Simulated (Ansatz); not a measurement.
Reaction (atomization): `O[SiH](Cl)[SiH](Cl)Cl` → 3 Cl• + 3 H• + O• + 2 Si•

Program: Ansatz. Geometries: PBE0-D4/def2-TZVP. ΔE: electronic, gas phase. CCSD(T)/CBS adds triple-zeta CCSD(T) − MP2 to the extrapolated MP2 energy (def2 sets, frozen cores). This one scheme is used for every species, atoms too. DFT in def2-TZVPP. No spin–orbit coupling; open shells (•) take unrestricted orbitals. Spin–orbit coupling would lower the free atoms: a little for Cl, O, Si. One conformer a species, not always the lowest.

CCSD(T)/CBS gives +724.4 kcal/mol.

**Question.** Another level gave +719.6 kcal/mol. Which?
A. PBE/def2-TZVPP
B. B2PLYP/def2-TZVPP
C. CCSD(T)/def2-TZVPP
D. r2SCAN/def2-TZVPP

**Answer.** A. PBE 719.6, CCSD(T)/def2-TZVPP 697.2, B2PLYP 705.2, r2SCAN 724.2 kcal/mol.

Largest T1 diagnostic among the species: 0.012.

From PBE to PBE0 (25 % exact exchange), in def2-TZVPP and without D4, ΔE moves by −9.0 kcal/mol: exact exchange takes away binding that semilocal exchange gives to molecules. In def2-TZVPP, CCSD(T) changes the Hartree–Fock value by +170.5 kcal/mol (the triples alone add +13.1 kcal/mol) and MP2 by +193.1 kcal/mol; breaking electron pairs costs correlation energy, which Hartree–Fock lacks.

For atomizations the MP2-based limit and the directly extrapolated one differ by several kJ/mol either way, and by 10 to 25 for some Ge, Se and Sn compounds, so smaller differences from it don't rank the levels.
